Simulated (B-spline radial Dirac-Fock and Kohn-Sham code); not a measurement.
Dipole and non-dipole photoemission parameters of Ho 5p3/2

System: atomic holmium, 1s2 2s2 2p6 3s2 3p6 3d10 4s2 4p6 4d10 4f11 5s2 5p6 6s2; threshold 27.89 eV (orbital energy of the model). The computed values come from a radial B-spline solver: Dirac-Hartree-Slater photoionisation with a Latter tail; cross sections with all multipoles, angular parameters from the dipole term and its interference with E2.

Input file task.json (cfg lists n, l and occupation; rrms is the nuclear radius in fm):

```json
{"items": [{
  "Z": 67,
  "q": 0,
  "cfg": [[1, 0, 2], [2, 0, 2], [2, 1, 6], [3, 0, 2], [3, 1, 6], [3, 2, 10], [4, 0, 2], [4, 1, 6], [4, 2, 10], [4, 3, 11], [5, 0, 2], [5, 1, 6], [6, 0, 2]],
  "A": 165,
  "rrms": 5.2022,
  "do": "xps",
  "hv": [60, 68.8, 70.5, 72.8, 80, 92.3, 100, 188.0, 366.0, 542.0, 600, 673.0, 806.0, 878.0, 1210.0, 1253.6, 1290.0, 1486.9, 1610.0, 1850.0, 2620.0, 2760.0, 2984.4, 4000, 4680.0, 7330.0, 11500.0, 11800.0, 11900.0, 12100.0],
  "edges": {"K": 55618.0, "L1": 9394.0, "L2": 8918.0, "L3": 8071.0, "M1": 2128.0, "M2": 1923.0, "M3": 1741.0, "M4": 1392.0, "M5": 1351.0, "N1": 432.4, "N2": 343.5, "N3": 308.2, "N4": 160.0, "N5": 160.0}
}]}
```

Run with: `python xray2_run.py task.json out`

For linearly polarised light dσ/dΩ = σ/(4π) [1 + β P₂(cos θ) + (δ + γ cos²θ) sin θ cos φ], with θ from the polarisation vector and φ the angle between the beam and the projection of the electron momentum on the plane normal to the polarisation.

```tsv
hν (eV)	σ (kb)	β	γ	δ
60	972	1.518	0.246	-0.022
68.8	610	1.125	0.331	-0.032
70.5	564	1.047	0.341	-0.033
72.8	511	0.942	0.350	-0.035
80	389	0.628	0.355	-0.037
92.3	273	0.195	0.294	-0.033
100	232	0.009	0.234	-0.027
188	106	0.177	-0.063	0.030
366	54.1	0.988	0.174	0.026
542	33.9	1.297	0.255	0.013
600	29.7	1.359	0.257	0.010
673	25.5	1.422	0.249	0.007
806	19.8	1.506	0.219	0.003
878	17.5	1.540	0.198	0.002
1210	10.7	1.641	0.098	0.000
1253.6	10.1	1.650	0.086	-0.001
1290	?	?	?	?
1486.9	7.64	1.686	0.033	-0.001
1610	6.67	1.700	0.011	0.000
1850	5.23	1.720	-0.019	0.000
2620	2.74	1.746	-0.032	0.003
2760	2.47	1.748	-0.024	0.003
2984.4	2.12	1.748	-0.007	0.004
4000	1.16	1.740	0.114	0.007
4680	0.828	1.727	0.217	0.009
7330	0.297	1.665	0.650	0.018
11500	0.0970	1.563	1.244	0.038
11800	0.0908	1.556	1.281	0.040
11900	0.0888	1.553	1.294	0.040
12100	0.0850	1.549	1.318	0.041
```

Task: Give the values at 1290 eV.

Result: σ = 9.67 kb, β = 1.657, γ = 0.077, δ = -0.001.
